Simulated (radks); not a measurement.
Results of a calculation; reference values are marked as such.
Question: Pt39+, configuration [Kr] 4d3. Code: a radial shooting solver on a logarithmic mesh with Libxc functionals. Model: scalar-relativistic Kohn-Sham, PBE, spin-unpolarised, spherical densities, point nucleus. Some entries of the table are withheld. Estimate them.

orbital,occ.,eigenvalue (eV),<r^2> (bohr^2),<1/r> (bohr^-1)
1s,2,-80179.78,0.0004059,94.02
2s,2,(1),0.006194,22.04
2p,6,(2),0.005197,19.67
3s,2,-4935.275,0.03923,8.253
3p,6,-4398.147,0.03999,7.557
3d,10,-3828.712,0.03283,7.116
4s,2,-2201.786,0.1610,3.908
4p,6,-2004.922,0.1732,(3)
4d,3,-1781.958,0.1743,3.395

Answer: 
(1) 2s eigenvalue (eV): -15523.73
(2) 2p eigenvalue (eV): -13684.89
(3) 4p <1/r> (bohr^-1): 3.627
